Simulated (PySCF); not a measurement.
## Vertical excitation energies

C10H8.
SMILES: `C#CC#CC1=CCC=CC1`

Theory: TDDFT PBE0/def2-SVPD, vertical, gas phase, core orbitals frozen in the response (PySCF). Geometry: PBE0-D3(BJ)/def2-SVP; no solvent, vibrations or thermal averaging.

```
state  λ (nm)  E (eV)       f  |μ| (D)  symmetry  main configurations (H = HOMO, L = LUMO)
   S1   293.8    4.22  0.0000     0.01         –                  H-1→L (73%), H→L+1 (22%)
   S2   286.7    4.32   0.188     3.39        A′                  H→L (76%), H-1→L+1 (20%)
   S3   282.5    4.39  0.0000     0.04         –                  H→L+1 (70%), H-1→L (24%)
   S4   255.4    4.85  0.0007     0.20         –                               H-2→L (88%)
   S5   214.7    5.77   0.145     2.57        A′                H→L+2 (65%), H-1→L+1 (14%)
   S6   214.4    5.78  0.0001     0.08         –                             H-2→L+1 (85%)
```

The lowest singlet lies at 4.22 eV (294 nm, ultraviolet) and is dark (f under 0.0005); its leading configuration is HOMO-1→LUMO (73%). The strongest level in the table is S2 at 4.32 eV (287 nm, f = 0.188). S5/S6 lie within about 0.01 eV of each other. Löwdin shares by element: HOMO carbon 59% or more (atoms not listed hold the other 41%); LUMO carbon 60% or more (atoms not listed hold the other 40%). Orbital energies (eV): HOMO-3 -8.60, HOMO-2 -7.28, HOMO-1 -7.24, HOMO -6.50, LUMO -1.40, LUMO+1 -0.60, LUMO+2 0.35. The listed states span 1.56 eV, and the widest gap between neighbours is 0.92 eV (S4 to S5). Of the 6 states listed, 2 reach f = 0.01 and 3 stay under 0.0005. Symmetry labels in Cs follow from the direction of the transition dipole and are given only for states with f of 0.002 or more. Only the lowest 6 singlets were computed, as vertical energies without vibronic structure.
